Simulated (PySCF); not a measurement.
Homolysis of single bonds, series B F-H. Isolated molecules, 0 K electronic values unless said otherwise. Strings in code marks are SMILES.

Method: B3LYP-D3(BJ)/def2-TZVP // PBE0-D3(BJ)/def2-TZVP run with PySCF. All candidates: neutral, multiplicity 1. B3LYP has the VWN-RPA correlation part, as in Gaussian. 

```json
{
  "dipole_moment": "0.00 D",
  "HOMO–LUMO gap": "7.51 eV",
  "LUMO": "-2.22 eV"
}
```

Task: Say which member has these values.
(A) `BF`
(B) `B`
(C) `FBF`

Result: B, `B`. The others give `FBF`: 0.89 D, 10.02 eV, -0.63 eV; `BF`: 0.73 D, 7.70 eV, -1.45 eV
